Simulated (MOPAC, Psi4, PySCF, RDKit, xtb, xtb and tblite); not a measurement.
Two geometries of SMILES FCCc1ccccc1, singlet, relaxed at GFN2-xTB with one dihedral held; other torsions can differ between them too.

Structure A

```
18

F      3.7552    -0.4650     0.5708
C      2.4692    -0.0148     0.7631
C      1.5643    -0.6064    -0.3069
C      0.1174    -0.1973    -0.2205
C     -0.3805     0.6560     0.7543
C     -1.7248     0.9931     0.7758
C     -2.5905     0.4843    -0.1744
C     -2.1042    -0.3684    -1.1517
C     -0.7641    -0.7038    -1.1719
H      2.1776    -0.3334     1.7692
H      2.5126     1.0776     0.7056
H      1.9577    -0.3174    -1.2865
H      1.6299    -1.6972    -0.2463
H      0.2724     1.0678     1.5080
H     -2.0940     1.6587     1.5423
H     -3.6370     0.7492    -0.1550
H     -2.7711    -0.7723    -1.8992
H     -0.3889    -1.3695    -1.9364
```

Structure B

```
18

F      3.6997    -0.4809     0.7109
C      2.4088    -0.0130     0.7747
C      1.5470    -0.7065    -0.2765
C      0.1279    -0.2098    -0.2393
C     -0.4407     0.3928    -1.3534
C     -1.7509     0.8388    -1.3253
C     -2.5127     0.6835    -0.1809
C     -1.9592     0.0728     0.9319
C     -0.6510    -0.3745     0.9006
H      2.0547    -0.2107     1.7906
H      2.4552     1.0675     0.6017
H      1.9841    -0.5303    -1.2607
H      1.5696    -1.7829    -0.0840
H      0.1479     0.5180    -2.2511
H     -2.1774     1.3067    -2.2004
H     -3.5347     1.0313    -0.1568
H     -2.5509    -0.0603     1.8258
H     -0.2347    -0.8649     1.7686
```

**Question.** Which is lower in energy at the level Psi4 with B3LYP-D3(BJ)/def2-SVP // GFN2-xTB, and by how much?

**Answer.** B is lower, by 1.16 kcal/mol (dihedral C2–C3–C4–C5: 0° in A, 120° in B).

E(B) − E(A) in kcal/mol at the other levels, on the same two geometries: GFN2-xTB (xtb and tblite) -0.89; MMFF94 // GFN2-xTB (RDKit) -1.14; B3LYP/def2-SVP // GFN2-xTB (Psi4) -1.17; PBE/def2-SVP // GFN2-xTB (Psi4) -1.11; PBE-D3(BJ)/def2-SVP // GFN2-xTB (Psi4) -1.11; UFF // GFN2-xTB (RDKit) -3.06; PM6, restricted, heats of formation // GFN2-xTB (MOPAC) -0.84; PM7, restricted, heats of formation // GFN2-xTB (MOPAC) -1.02; GFN1-xTB // GFN2-xTB (xtb) -1.07; restricted B3LYP/6-31G*, spherical d, density fitting // GFN2-xTB (PySCF) -1.40; restricted B3LYP/3-21G, density fitting // GFN2-xTB (PySCF) -1.42; restricted MP2 (frozen core)/6-31G*, spherical d // GFN2-xTB (PySCF) -1.70; restricted Hartree-Fock/LANL2DZ, density fitting // GFN2-xTB (PySCF) -1.33.
